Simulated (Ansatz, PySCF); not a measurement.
Si(F)2(OH)(SMe) (CH₄F₂OSSi), SMILES CS[Si](O)(F)F. Atoms are numbered in the order given.

```xyz
10

C      2.0770     0.7251    -0.8456
S      1.4222    -0.4320     0.4345
Si    -0.6289    -0.0918     0.1273
O     -0.9434     1.5189     0.1088
F     -1.4343    -0.8547     1.2952
F     -1.1945    -0.7088    -1.2581
H      1.6762     1.7346    -0.6898
H      1.8347     0.3686    -1.8557
H      3.1670     0.7359    -0.7173
H     -1.7507     1.8159    -0.3299
```
Charge 0, spin multiplicity 1.

Geometry: B3LYP-D3(BJ)/def2-SVP. This is a generated structure with no PubChem entry under its InChIKey; it may be hypothetical. The values are those of a single conformer.

Two levels are set side by side: PBE-D3(BJ)/def2-SVP (Ansatz, a first-principles code) and B3LYP-D3(BJ)/def2-SVP (Ansatz). Each level has its own optimised geometry; the coordinates shown are those of the second. Frequencies come from the Hessian of PySCF at each geometry. Differences are taken from unrounded values.

| quantity | B3LYP-D3(BJ) |
|---|---|
| mean bond length (Å) | 1.453 |
| bond C1–S2 (Å) | 1.846 |
| bond S2–Si3 (Å) | 2.102 |
| bond Si3–O4 (Å) | 1.641 |
| bond Si3–F5 (Å) | 1.611 |
| bond Si3–F6 (Å) | 1.619 |
| bond C1–H7 (Å) | 1.097 |
| bond C1–H8 (Å) | 1.098 |
| bond C1–H9 (Å) | 1.098 |
| bond O4–H10 (Å) | 0.966 |
| highest harmonic wavenumber (cm⁻¹) | 3862 |
| mean harmonic wavenumber (cm⁻¹) | 1094 |
| zero-point energy (kcal/mol) | 37.54 |

What does PBE-D3(BJ) give, and how far is it from B3LYP-D3(BJ)? (An estimate is asked for; the answer gives what the named calculation found.)


```
quantity                            PBE-D3(BJ)  PBE-D3(BJ) minus B3LYP-D3(BJ)
----------------------------------  ----------  -----------------------------
mean bond length (Å)                     1.462                          0.009
bond C1–S2 (Å)                           1.844                         -0.001
bond S2–Si3 (Å)                          2.108                          0.006
bond Si3–O4 (Å)                          1.656                          0.015
bond Si3–F5 (Å)                          1.623                          0.012
bond Si3–F6 (Å)                          1.631                          0.013
bond C1–H7 (Å)                           1.105                          0.008
bond C1–H8 (Å)                           1.106                          0.008
bond C1–H9 (Å)                           1.106                          0.008
bond O4–H10 (Å)                          0.974                          0.009
highest harmonic wavenumber (cm⁻¹)        3753                           -109
mean harmonic wavenumber (cm⁻¹)           1065                            -29
zero-point energy (kcal/mol)             36.55                          -0.99
```

GGA bonds tend to be longer and softer than those of functionals with exact exchange. Differences between two approximate levels are no errors against the true value.
